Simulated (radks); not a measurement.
The numbers below are computed, except where a source is named.
Species: Bi. Configuration: [Xe] 4f12 5d10 6s2 6p5 (not the ground configuration). Level of theory: Dirac Kohn-Sham, PBE, spin-unpolarised, spherical densities, point nucleus; open shells fill j = l - 1/2 first (a radial shooting solver on a logarithmic mesh with Libxc functionals).

Unscreened Slater integrals over Kohn-Sham orbitals (eV). Large and small components are both included.

integral           value
F0(6p3/2,6p3/2)   8.8170
F2(6p3/2,6p3/2)   4.6951
F0(6p3/2,6p1/2)   9.3933
G2(6p3/2,6p1/2)   4.8337
F0(6p3/2,6s1/2)   10.058
G1(6p3/2,6s1/2)   5.7518
F0(6p3/2,5d5/2)   11.084
F2(6p3/2,5d5/2)   3.1983
G1(6p3/2,5d5/2)   1.0195
G3(6p3/2,5d5/2)  0.90859
F0(6p1/2,6p1/2)   10.128
F0(6p1/2,6s1/2)   11.014
G1(6p1/2,6s1/2)   7.2771
F0(6p1/2,5d5/2)   12.497
G3(6p1/2,5d5/2)   1.4510
F0(6s1/2,6s1/2)   12.231
F0(6s1/2,5d5/2)   14.554
G2(6s1/2,5d5/2)   2.7845
F0(5d5/2,5d5/2)   21.253
F2(5d5/2,5d5/2)   11.185
F4(5d5/2,5d5/2)   7.5302
